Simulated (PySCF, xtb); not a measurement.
Si(Cl)3(OMe) (CH3Cl3OSi), SMILES CO[Si](Cl)(Cl)Cl. One conformer was computed; it need not be the lowest.

Harmonic wavenumbers (cm⁻¹) from GFN2-xTB in xtb 6.7.1 at its own minimum, in rising order: 49, 97, 106, 132, 137, 185, 236, 298, 409, 513, 564, 774, 1124, 1125, 1149, 1406, 1466, 1469, 2978, 2984, 3014.

Problem. What does PBE-D3(BJ)/def2-SVP in PySCF give at its own minimum? (Estimate from the structure and the level; the computed values follow.)

Solution. 61, 109, 120, 158, 163, 214, 273, 312, 435, 601, 632, 801, 1112, 1133, 1164, 1418, 1420, 1424, 2945, 3028, 3072. Paired by order, the mean absolute difference is 31 cm⁻¹ and the zero-point energies are 28.9 and 29.4 kcal/mol.
